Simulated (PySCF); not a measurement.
## Working out the ionisation energy of Ti

Ti [Ar] 3d2 4s2 (3F) → Ti⁺ [Ar] 3d2 4s1 (4F). Computed with PySCF 2.14 in aug-cc-pVQZ-DK, with scalar relativity by spin-free X2C-1e. Frozen: [Ar]. Energies in hartree (1 hartree = 27.21139 eV):

```json
{"part": "UHF", "Ti (lower)": "-852.749156", "Ti⁺ (upper)": "-852.544976"}
{"part": "MP2 opposite-spin", "Ti (lower)": "-0.031435", "Ti⁺ (upper)": "0.000000"}
{"part": "MP2 same-spin", "Ti (lower)": "-0.011519", "Ti⁺ (upper)": "-0.012065"}
```

Question: What does Hartree-Fock give?

Answer: (-852.544976) − (-852.749156) = 0.204180 hartree = 5.556 eV.

Question: What do MP2 and SCS-MP2 (6/5 opposite-spin, 1/3 same-spin) give?

Answer: The opposite-spin parts differ by 0.855 eV and the same-spin parts by -0.015 eV. MP2: 5.556 + (0.855) + (-0.015) = 6.396 eV. SCS-MP2: 5.556 + 1.2 × (0.855) + (-0.015)/3 = 6.577 eV.

Measured between the centres of the two terms (NIST): 6.828 eV, so MP2 (valence) is off by -0.432 eV.

What remains against the reference includes basis incompleteness, the frozen core and correlation beyond second order.
